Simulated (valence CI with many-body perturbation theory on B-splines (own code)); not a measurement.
## Pt6+: calculated level list

Calculated by relativistic CI+MBPT: four valence electrons over a frozen Dirac-Fock core [Xe] 4f14, a basis of 7 s, 7 p, 8 d, 6 f, 4 g, 1 h functions for each j, with the one-electron correlation potential Σ1, the two-electron term Σ2, the three-electron term Σ3, Breit, model QED; selected CI, second order for the rest, scaled by the run's own slope (own B-spline code, finite nucleus).

No measured levels were compared; by estimate terms of the open shell hold to 2 to 4 % of their energy, and close levels can change places; different configurations can be misplaced against each other by 1,000 to 8,000 cm⁻¹. Only levels of the ground parity were solved; by the run's estimate the other parity begins above the list, which can be wrong where configurations are misplaced.

Levels 1 to 32 of 32, with energies above the lowest level, (5d3/2^4) J=0. "Leading %" is the weight of the configuration and term that name the level; weights of strongly mixed levels are sums over their largest components and can fall short, so below about 35 % the name and the second component can differ from the true leading terms, or belong to a minority configuration. In the jj column 3d3/2^4 stands for four electrons in 3d with j = 3/2. Lifetimes count E1, E2, E3, M1 and M2 decay at the calculated energies, and are blank where another channel may lead or the interval is too uncertain; long ones can be off by a factor of two.

```
No.  Configuration  Term  J  E (eV)  Leading %              Leading jj      g  Lifetime
  1            5d⁴    ⁵D  0  0.0000         57          5d3/2^4 (81 %)                 
  2            5d⁴    ⁵D  1  0.9175         81    5d3/2^3 5d5/2 (87 %)  1.499   65.1 ms
  3            5d⁴    ⁵D  2   1.635         88  5d3/2^2 5d5/2^2 (53 %)  1.459    113 ms
  4            5d⁴    ⁵D  3   2.142         80  5d3/2^2 5d5/2^2 (47 %)  1.425    382 ms
  5            5d⁴    ⁵D  4   2.372         50    5d3/2^3 5d5/2 (64 %)  1.310    8.56 s
  6            5d⁴    ³P  0   3.324         43  5d3/2^2 5d5/2^2 (76 %)          4.88 ms
  7            5d⁴    ³H  4   3.502         52  5d3/2^2 5d5/2^2 (61 %)  1.036   38.0 ms
  8            5d⁴    ³G  3   4.062         63  5d3/2^2 5d5/2^2 (52 %)  0.915   18.1 ms
  9            5d⁴    ³F  2   4.183         59  5d3/2^2 5d5/2^2 (55 %)  0.867   11.3 ms
 10            5d⁴    ³H  5   4.332         74  5d3/2^2 5d5/2^2 (98 %)  1.075   54.3 ms
 11            5d⁴    ³P  1   4.438         70  5d3/2^2 5d5/2^2 (71 %)  1.341   8.05 ms
 12            5d⁴    ³H  6   4.699         68  5d3/2^2 5d5/2^2 (92 %)  1.113    3.30 s
 13            5d⁴    ³G  4   5.129         65  5d3/2^2 5d5/2^2 (81 %)  1.029   44.8 ms
 14            5d⁴    ³D  2   5.250         44  5d3/2^2 5d5/2^2 (82 %)  1.221   49.2 ms
 15            5d⁴    ³F  3   5.443         43  5d3/2^2 5d5/2^2 (69 %)  1.175   20.1 ms
 16            5d⁴    ³F  4   5.573         45    5d3/2 5d5/2^3 (52 %)  1.165   7.99 ms
 17            5d⁴    ³F  3   6.074         40    5d3/2 5d5/2^3 (79 %)  1.093   6.05 ms
 18            5d⁴    ¹D  2   6.356         35    5d3/2 5d5/2^3 (48 %)  1.112   6.08 ms
 19            5d⁴    ³G  5   6.478         74    5d3/2 5d5/2^3 (98 %)  1.158   15.3 ms
 20            5d⁴    ³D  1   6.689         81    5d3/2 5d5/2^3 (79 %)  0.682   4.51 ms
 21            5d⁴    ¹I  6   6.735         68    5d3/2 5d5/2^3 (92 %)  1.053   14.3 ms
 22            5d⁴    ³F  4   7.414         45  5d3/2^2 5d5/2^2 (61 %)  1.103   12.3 ms
 23            5d⁴    ³P  2   7.526         47  5d3/2^2 5d5/2^2 (57 %)  1.225   7.86 ms
 24            5d⁴    ¹S  0   7.662         69    5d3/2 5d5/2^3 (80 %)          5.13 ms
 25            5d⁴    ¹F  3   7.925         56    5d3/2 5d5/2^3 (84 %)  1.071   7.86 ms
 26            5d⁴    ³P  2   8.322         53  5d3/2^2 5d5/2^2 (54 %)  1.160   7.56 ms
 27            5d⁴    ³F  4   9.140         52          5d5/2^4 (64 %)  1.137   3.14 ms
 28            5d⁴    ³F  3   9.358         75    5d3/2 5d5/2^3 (96 %)  1.069   8.98 ms
 29            5d⁴    ³F  2   9.370         42          5d5/2^4 (48 %)  0.953   4.89 ms
 30            5d⁴    ³P  1   9.429         96    5d3/2 5d5/2^3 (92 %)  1.479   4.90 ms
 31            5d⁴    ³P  0   9.900         77  5d3/2^2 5d5/2^2 (50 %)          7.54 ms
 32            5d⁴    ¹G  4   9.921         67    5d3/2 5d5/2^3 (83 %)  1.068   5.08 ms
```

The ionisation energy to 5d³ ⁴F3/2 of the next ion comes out as 92.666 eV (NIST: 91 ± 2 eV (theoretical)). All 32 levels together are meant to be complete up to 10.305 eV.
